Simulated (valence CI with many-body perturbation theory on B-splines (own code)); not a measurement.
Values are calculated unless marked as measured or tabulated.
Ladder of approximations for Ta⁴⁹⁺

Method: configuration interaction combined with many-body perturbation theory (CI+MBPT): six valence electrons over a frozen Dirac-Fock core [Ar], radial functions for each j: 7 s, 7 p, 8 d, 6 f, 4 g, 1 h, with the one-electron correlation potential Σ1 (screened to all orders), the two-electron term Σ2, the three-electron term Σ3, Breit, model QED; selected single and double excitations, second order for the rest, scaled by the run's own slope (own B-spline code, finite nucleus).

No measured spectrum was set against this ion. As an estimate, large intervals hold to a few tenths of a per cent, small ones and those within an open d or f shell to about a per cent. Core correlation moves these levels by up to 15000 cm⁻¹, and in measured spectra 5 to 20 % of such shifts remained as error; rates that hang on mixing are uncertain with them. Among the levels kept, up to 1000 cm⁻¹ of a level comes from second order outside the variational space, and about a tenth of that is noise between levels of different J, which matters for small intervals. The list stops below the first excitations out of the core. Only levels of the ground parity were solved; by the run's estimate the other parity begins above the list, which can be wrong where configurations are misplaced.

Each rung adds one term. CI alone is the Dirac-Coulomb CI over the frozen core; QED comes last and gives the full result, which names the levels. Energies are above (3d3/2^4 3d5/2^2) J=4 on the same rung, in cm⁻¹.

Levels are named by their leading jj configuration (3d3/2^4 stands for four electrons in 3d with j = 3/2), which in mixed levels can hold well under half, so a name can repeat and another be missing. Letters in brackets count levels of one name in rising energy.

| Level | CI alone | + Σ1 | + Σ2 | + Σ3 | + Breit | Full |
| --- | --- | --- | --- | --- | --- | --- |
| (3d3/2^4 3d5/2^2) J=2 | 60188 | 60229 | 56380 | 55153 | 60733 | 60739 |
| (3d3/2^4 3d5/2^2) J=0 | 196600 | 196823 | 190945 | 190480 | 201206 | 201302 |
| (3d3/2^3 3d5/2^3) J=3 [a] | 471986 | 474058 | 478065 | 479308 | 470969 | 472416 |
| (3d3/2^3 3d5/2^3) J=4 [a] | 486919 | 488936 | 493875 | 494623 | 483181 | 484579 |
| (3d3/2^3 3d5/2^3) J=1 [a] | 508383 | 510478 | 512679 | 513340 | 509460 | 510908 |
| (3d3/2^3 3d5/2^3) J=6 | 563027 | 565101 | 572228 | 570830 | 544946 | 546363 |
| (3d3/2^3 3d5/2^3) J=5 | 558163 | 560228 | 565007 | 564949 | 545473 | 546885 |
| (3d3/2^3 3d5/2^3) J=2 [a] | 608121 | 610222 | 609426 | 608246 | 599357 | 600773 |
| (3d3/2^3 3d5/2^3) J=3 [b] | 620251 | 622377 | 622386 | 623001 | 610719 | 612151 |
| (3d3/2^3 3d5/2^3) J=0 | 694862 | 696949 | 690991 | 693109 | 684973 | 686350 |
| (3d3/2^3 3d5/2^3) J=4 [b] | 730676 | 732899 | 732417 | 731815 | 718274 | 719741 |
| (3d3/2^3 3d5/2^3) J=2 [b] | 731113 | 733383 | 730145 | 731281 | 723507 | 725009 |
| (3d3/2^3 3d5/2^3) J=1 [b] | 727929 | 730136 | 725604 | 727212 | 724864 | 726321 |
| (3d3/2^3 3d5/2^3) J=3 [c] | 749208 | 751375 | 747614 | 747993 | 739873 | 741289 |
| (3d3/2^2 3d5/2^4) J=2 [a] | 992840 | 996948 | 1003770 | 1004140 | 987573 | 990427 |
| (3d3/2^2 3d5/2^4) J=0 [a] | 1013430 | 1017520 | 1023320 | 1025550 | 1012160 | 1014990 |
| (3d3/2^2 3d5/2^4) J=4 [a] | 1048670 | 1052790 | 1060900 | 1060560 | 1035730 | 1038570 |
| (3d3/2^2 3d5/2^4) J=3 [a] | 1072550 | 1076640 | 1081400 | 1082770 | 1062500 | 1065310 |
| (3d3/2^2 3d5/2^4) J=5 | 1087360 | 1091520 | 1100300 | 1099970 | 1068410 | 1071270 |
| (3d3/2^2 3d5/2^4) J=6 | 1120570 | 1124740 | 1135260 | 1133760 | 1094670 | 1097520 |
| (3d3/2^2 3d5/2^4) J=3 [b] | 1135890 | 1140090 | 1144350 | 1145080 | 1121570 | 1124440 |
| (3d3/2^2 3d5/2^4) J=1 | 1154260 | 1158380 | 1158730 | 1160170 | 1142720 | 1145520 |
| (3d3/2^2 3d5/2^4) J=4 [b] | 1178100 | 1182250 | 1185740 | 1186560 | 1157370 | 1160190 |
| (3d3/2^2 3d5/2^4) J=2 [b] | 1186370 | 1190540 | 1191020 | 1190460 | 1167840 | 1170670 |
| (3d3/2^2 3d5/2^4) J=2 [c] | 1272440 | 1276680 | 1276750 | 1276650 | 1259210 | 1262060 |
| (3d3/2^2 3d5/2^4) J=4 [c] | 1312730 | 1317020 | 1318050 | 1318520 | 1295170 | 1298050 |
| (3d3/2^2 3d5/2^4) J=2 [d] | 1453510 | 1457790 | 1451210 | 1453090 | 1436650 | 1439470 |
| (3d3/2 3d5/2^5) J=1 | 1566700 | 1572900 | 1582050 | 1581300 | 1555300 | 1559590 |
| (3d3/2^2 3d5/2^4) J=0 [b] | 1588860 | 1593290 | 1583360 | 1585270 | 1574210 | 1577100 |
| (3d3/2 3d5/2^5) J=4 | 1677030 | 1683260 | 1692470 | 1691460 | 1653560 | 1657830 |
| (3d3/2 3d5/2^5) J=2 | 1723150 | 1729400 | 1733610 | 1732940 | 1701830 | 1706090 |

Task: How does the ionisation energy move along the ladder, and which term matters most?

Result: CI alone 4395.5, + Σ1 4397.7, + Σ2 4410.7, + Σ3 4411.1, + Breit 4409.2, + QED 4409.2 eV. The largest step is Σ2, 13.0 eV. NIST lists 4410 ± 4 eV (theoretical).
